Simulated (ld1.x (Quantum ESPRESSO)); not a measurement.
Scattering properties, ultrasoft potential for Tl

Tl, ultrasoft, made with ld1.x (Quantum ESPRESSO) 7.5 (LDA (PZ), fully relativistic). Core [Xe] 4f14 5d10, reference 6s2 6p1. Waves: 6s (bound): rcut 1.85, rcutus 2.10 bohr; 6s channel at 1.85 Ry: rcut 1.85, rcutus 2.10 bohr; 6p (bound): rcut 1.95, rcutus 2.40 bohr; 6p channel at 2.25 Ry: rcut 1.95, rcutus 2.40 bohr. Local part: all-electron potential smoothed inside 1.95 bohr (lloc = -1). Core correction: none. Augmentation charge: PSQ, radius 1.95 bohr.

Open shells are filled in proportion to 2j + 1 (rel_dist='average').

The phase is arctan(r·u′/u) with u = r·R(r), unwrapped; energies in Ry, scanned from -3 to 5 Ry. A pole is an energy at which the radial function vanishes at the test radius. The pseudo phase is shifted by a multiple of π to meet the all-electron one at the reference energy, and phase errors are pseudo minus all-electron; the curves can meet again beyond the range given. Levels narrower than the energy grid can be missing from the lists of poles.

Task: For each channel, where are the poles, and over which energies does the pseudopotential scatter like the atom?

Result:

```
channel  radius (bohr)  reference energy (Ry)  poles, all-electron  poles, pseudo  unbroken range about the reference energy with phases within 0.05 rad  phase error 1 Ry above the reference energy (rad)
      s           2.58                  -0.72                 0.91           0.91                                                        the whole range                                             -0.000
   p1/2           2.58                  -0.25                 2.16           2.16                                                              below 4.8                                             -0.000
   p3/2           2.58                  -0.17                 2.88     2.87, 3.48                                                              below 3.3                                             -0.001
```

Note: ghost state, extra bound levels that the all-electron valence spectrum of the same l lacks: d at -1.82 eV. A true bound ghost makes a file unfit for plane-wave use.

Phases in the p1/2 channel:

```tsv
E (Ry)	all-electron	pseudo
-3.00	1.311	1.310
-2.52	1.278	1.277
-2.04	1.230	1.229
-1.56	1.153	1.153
-1.08	1.009	1.008
-0.60	0.660	0.660
-0.12	-0.262	-0.262
0.36	-1.045	-1.045
0.84	-1.327	-1.327
1.32	-1.455	-1.455
1.80	-1.530	-1.530
2.28	-1.583	-1.583
2.76	-1.625	-1.626
3.24	-1.665	-1.666
3.72	-1.706	-1.709
4.20	-1.756	-1.764
4.68	-1.822	-1.854
```
